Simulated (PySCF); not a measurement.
CH6O2Si2, SMILES [SiH2]1[Si@H](OC1)O.

Geometry: ωB97X-D3(BJ)/def2-SVP. The structure was generated by enumeration; whether it is a known compound was not checked. The values are those of a single conformer.

Calculation: SMD-PBE0/def2-SVP run with PySCF.

Solvation free energies are E(SMD) − E(gas) at the gas-phase geometry, for 1 M in both phases. In vacuum the dipole moment is 2.09 D.

Question: Estimate the solvation free energies in water, acetonitrile, dichloromethane. (The exact figures need the calculation; the answer reports its results.)

Answer: 
| solvent | ΔG(solv) (kcal/mol) | its non-electrostatic (CDS) part | dipole (D) |
|---|---|---|---|
| water | -5.1 | 3.2 | 2.89 |
| acetonitrile | -4.8 | -0.3 | 2.61 |
| dichloromethane | -4.7 | -0.5 | 2.54 |
